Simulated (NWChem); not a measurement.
Species: GeSiH$_{3}$Cl, singlet; SMILES [Cl][Ge][SiH3]

```xyz
6

Ge     0.7188     0.1938     0.4720
Cl    -0.7473     1.5201    -0.5714
Si    -0.6144    -1.8990     0.0806
H      0.0534    -3.1001     0.6647
H     -0.7869    -2.1338    -1.3822
H     -1.9661    -1.7772     0.6991
```
Atoms are numbered in this order, from 1.

Low-valent species are run as closed-shell singlets; no triplet was tried in these runs. The geometry was optimised at B3LYP/6-31G* (spherical d).

Q: Give the principal values of the shielding tensors (ppm) of Ge1, Cl2, Si3 from B3LYP/6-311G** (spherical d), GIAO (NWChem), with their diamagnetic and paramagnetic parts as GIAO splits them.

A: 
```
atom      σ11    σ22     σ33  isotropic  diamagnetic  paramagnetic
----  -------  -----  ------  ---------  -----------  ------------
Ge1   -4328.8  712.8   960.7     -885.1       2752.7       -3637.8
Cl2    -557.6   -9.8  1185.4      206.0       1147.0        -941.0
Si3     395.8  406.3   465.1      422.4        880.5        -458.1
```
